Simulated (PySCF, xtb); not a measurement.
H3OSi, SMILES [OH+]=[SiH2], charge +1.

Harmonic wavenumbers (cm⁻¹) from xtb with GFN2-xTB at its own minimum, in rising order: 405, 414, 510, 667, 712, 1137, 2393, 2438, 3482.

What does r2SCAN-D4/def2-TZVP (PySCF) give at its own minimum? (The exact figures need the calculation; the answer reports its results.)

577, 606, 721, 739, 936, 1092, 2290, 2367, 3776. Paired by order, the mean absolute difference is 154 cm⁻¹ and the zero-point energies are 17.4 and 18.7 kcal/mol.
